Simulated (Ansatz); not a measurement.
Ga4O9H6, relaxed as a singlet with RKS r2SCAN-D4/def2-SVP in Ansatz, starting from the GFN1-xTB geometry. Force threshold 0.03 eV/Å.

The structure holds one bond between oxygen atoms, so isomers without such links may lie far lower. Another isomer (singlet) lies 0.77 eV lower at PBE0-D4/def2-SVP; other spin states weren't run for this one.

Start:

Cartesian coordinates in Å:
```
Ga -1.5379 1.7456 1.2825
Ga -0.6311 -2.3872 -1.2333
Ga 1.1028 2.0945 1.8040
Ga 0.9637 0.3714 -0.8693
O -0.3986 2.1356 2.6854
O -0.4280 -0.4600 -1.6443
O 2.5661 -0.2010 -1.2036
O -1.7717 -0.0499 1.0365
O 2.7622 2.3593 2.2607
O -2.7896 -0.2449 0.0226
O 0.5712 1.7790 0.0837
O 1.0686 -2.9118 -1.4063
O -2.1640 -2.8766 -0.8463
H 2.5316 -1.0967 -1.5629
H -1.2532 -0.1420 -1.2447
H -2.5072 2.7134 0.6516
H 3.4271 2.2526 1.5772
H -2.7556 -1.2334 -0.0939
H 1.2435 -3.8479 -1.2997
```

| step | energy (eV) | largest force component (eV/Å) | SCF passes |
| --- | --- | --- | --- |
| 1 | -227987.1701 | 1.036 | 25 |
| 2 | -227987.6058 | 0.677 | 28 |
| 3 | -227987.7746 | 0.600 | 23 |
| 4 | -227987.8903 | 0.856 | 22 |
| 5 | -227988.0332 | 1.256 | 28 |
| 6 | -227988.2953 | 0.810 | 28 |
| 7 | -227988.6695 | 1.653 | 28 |
| 8 | -227988.9310 | 1.225 | 28 |
| 9 | -227989.1260 | 1.281 | 22 |
| 10 | -227989.3797 | 0.607 | 22 |
| 11 | -227989.5229 | 0.475 | 22 |
| 14 | -227989.7011 | 0.884 | 22 |
| 17 | -227990.0562 | 0.429 | 22 |
| 20 | -227990.1398 | 0.233 | 20 |
| 23 | -227990.1807 | 0.303 | 20 |
| 26 | -227990.2093 | 0.406 | 20 |
| 29 | -227990.2358 | 0.492 | 20 |
| 32 | -227990.2629 | 0.647 | 20 |
| 35 | -227990.2932 | 0.148 | 20 |
| 38 | -227990.3039 | 0.064 | 20 |
| 41 | -227990.3163 | 0.173 | 21 |
| 44 (rejected) | -227990.3402 | 0.399 | 26 |
| 47 | -227990.3773 | 0.302 | 20 |
| 50 | -227990.3912 | 0.112 | 20 |
| 53 | -227990.3934 | 0.026 | 21 |

Force components are those of the run's own axes.

End:

```xyz
19

Ga   -1.1592    2.3339    0.6018
Ga   -0.1159   -2.4363   -1.9947
Ga    1.3267    2.0905    1.5828
Ga    0.5574    0.1898   -0.4113
O    -0.3339    2.4141    2.2096
O     0.9279   -1.0422   -1.6178
O     1.5567    0.1596    1.2043
O    -1.3314    0.3675    0.0348
O     2.8611    2.8325    2.0765
O    -1.9514   -0.6374    0.8745
O     0.5856    2.0335   -0.2655
O     0.2034   -3.3478   -3.4761
O    -1.4357   -2.9077   -0.8979
H     1.7721   -0.5717    1.7957
H    -2.8192   -0.7094    0.4392
H    -2.3591    3.0961    0.0145
H     3.6073    2.5485    1.5330
H    -1.4806   -2.3285   -0.1180
H    -0.4119   -4.0852   -3.5854
```

Bonds lost: O6–H15, O10–H18 (atoms count from 1). Bonds formed: Ga1–O11, Ga3–O7, Ga4–O8, O10–H15, O13–H18 (atoms count from 1).

No frequencies were taken in this run, so the end may be a saddle point.

Run time 13 min (4 threads of Arm Neoverse V1 on a shared host), peak host memory 0.74 GiB.
